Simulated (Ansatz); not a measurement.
The cluster Al₆As⁻, relaxed as a singlet with RKS PBE0-D4/def2-SVPD in Ansatz, starting from the PBE0-D4/def2-SVP geometry of the neutral doublet. Force threshold 0.02 eV/Å.

A triplet lies near this restricted singlet, and broken spin symmetry wasn't tried. The structure comes from a short search, and lower isomers may exist.

Start:

```xyz
7

As    0.281   -0.840   -2.313
Al    1.121    1.334    1.124
Al   -0.102    1.287   -1.171
Al   -1.274   -1.066   -0.276
Al    1.496   -0.876   -0.196
Al    0.083   -1.055    1.931
Al   -1.603    1.216    0.901
```

Question: Estimate the energy that the relaxation releases and the steps that it takes.

Answer: 6.5 kcal/mol, in 6 steps; 32 s on 4 threads of Arm Neoverse V2 on a shared host. No frequencies were taken in this run, so the end may be a saddle point.

Question: Does the start keep its bonding and symmetry?

Answer: By distances, no bond broke or formed. The bond that changes most is As1–Al4, from 2.57 to 2.91 Å (atoms count from 1). Point group Cs at the start, Cs at the end, both within 0.05 Å.

Question: Predict the relaxed structure.

Answer: 
Cartesian coordinates in Å:
```
As 0.515 -0.731 -2.452
Al 1.077 1.309 1.138
Al -0.244 1.193 -1.230
Al -1.299 -1.050 -0.200
Al 1.388 -1.011 -0.234
Al 0.204 -1.101 2.051
Al -1.641 1.391 0.926
```
Bond lengths (bridged metal pairs left out): 10 × Al–Al 2.58 to 2.73 Å; 2 × Al–As 2.40 Å.
